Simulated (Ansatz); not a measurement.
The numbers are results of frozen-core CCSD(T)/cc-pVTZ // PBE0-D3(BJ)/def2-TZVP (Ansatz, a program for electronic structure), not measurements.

Ansatz 0.2 input:
```yaml
crystal:
  periodic: [false, false, false]
  atoms:
    - { symbol: S, position_ang: [1.262644, -0.686625, 0.092808] }
    - { symbol: B, position_ang: [-0.422347, -0.11892, -0.001205] }
    - { symbol: Br, position_ang: [-1.794349, -1.441896, 0.075557] }
    - { symbol: Br, position_ang: [-0.887065, 1.724024, -0.171895] }
    - { symbol: H, position_ang: [1.841118, 0.523417, 0.004736] }
basis:
  gaussian: { orbitals: cc-pVTZ }
correlation:
  method: ccsd_t
```

Output:

```
Functional definition: HF
1023 factors; integrals over basis functions are off by at most 8.7e-4 eV
mean field evaluation 1: about -151507.3170 eV, gradient 1.8e1 eV
mean field evaluation 2: about -151507.5047 eV, gradient 1.8e1 eV
mean field evaluation 4: about -151508.8565 eV, gradient 2.9e0 eV
mean field evaluation 8: about -151508.9051 eV, gradient 1.8e-1 eV
mean field evaluation 16: about -151508.3227 eV, gradient 1.0e1 eV
mean field -151508.90526440 eV, -5567.8495720423 hartree, gradient 7.9e-6 eV, S^2 0.000000; 0 other end points of the search recorded, 0 dependent functions left out
24 core orbitals not correlated
reference -151508.90526440 eV, -5567.8495720423 hartree; 22, 22 occupied and 118, 118 virtual orbitals, 1023 factors
second order -19.74482105 eV of doubles, -0.00000000 eV of singles
cycle   1  -20.05288523 eV  change   -3.1e-1 eV  update   1.0e-1
cycle   2  -20.53076356 eV  change   -4.8e-1 eV  update   2.8e-2
cycle   3  -20.62619209 eV  change   -9.5e-2 eV  update   1.5e-2
cycle   4  -20.61064335 eV  change    1.6e-2 eV  update   4.4e-3
cycle   5  -20.61009512 eV  change    5.5e-4 eV  update   1.8e-3
cycle   6  -20.60987804 eV  change    2.2e-4 eV  update   4.9e-4
cycle   7  -20.60971296 eV  change    1.7e-4 eV  update   1.4e-4
cycle   8  -20.60976914 eV  change   -5.6e-5 eV  update   6.5e-5
cycle   9  -20.60979341 eV  change   -2.4e-5 eV  update   2.5e-5
perturbative correction -0.92957120 eV, -0.0341611117 hartree
Total energy: -151530.44462902 eV, -5568.6411290920 hartree
```

Cost: roughly 80 core-seconds.
